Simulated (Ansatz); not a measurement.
Reaction (redistribution): `[CH3][Mg][O][SiH3]` + `[AlH2][SiH2][SiH3]` → `[MgH][O][SiH3]` + `C[SiH2][SiH2][AlH2]`

Program: Ansatz. Geometries: PBE0-D4/def2-TZVP. ΔE: electronic, gas phase. CBS: MP2 limit from def2 TZ/QZ plus the TZ coupled-cluster correction, frozen cores. DFT in def2-TZVPP. B3LYP here is the variant with VWN-RPA as its local correlation; programs differ in this. For Mg outer-core shells are correlated without core-valence functions, which leaves a few kJ/mol of doubt a bond. One conformer a species, not always the lowest.

| level | ΔE (kcal/mol) | difference from CCSD(T)/CBS |
| --- | --- | --- |
| ωB97X-V | -3.0 | -2.5 |
| r2SCAN | -2.0 | -1.5 |
| PBE0 | -1.8 | -1.3 |
| B3LYP | -0.5 | 0.0 |
| HF/def2-TZVPP | -3.0 | -2.5 |
| MP2/def2-TZVPP | -1.3 | -0.8 |
| SCS-MP2/def2-TZVPP | -1.4 | -0.9 |
| CCSD/def2-TZVPP | -1.6 | -1.1 |
| HF/CBS(def2) | -3.0 | -2.5 |
| MP2/CBS(def2) | -0.2 | 0.3 |
| CCSD(T)/CBS | -0.5 | 0 |

Largest T1 diagnostic among the species: 0.013.

In def2-TZVPP, CCSD(T) changes the Hartree–Fock value by +1.4 kcal/mol (the triples alone add +0.1 kcal/mol) and MP2 by +1.7 kcal/mol. The D4 term adds −1.7 kcal/mol with B3LYP and −1.0 kcal/mol with PBE0; it sums over pairs of atoms, weighted by their polarisabilities, and B3LYP, whose exchange is more repulsive, gets the larger term. From PBE to PBE0 (25 % exact exchange), in def2-TZVPP and without D4, ΔE moves by −0.8 kcal/mol.
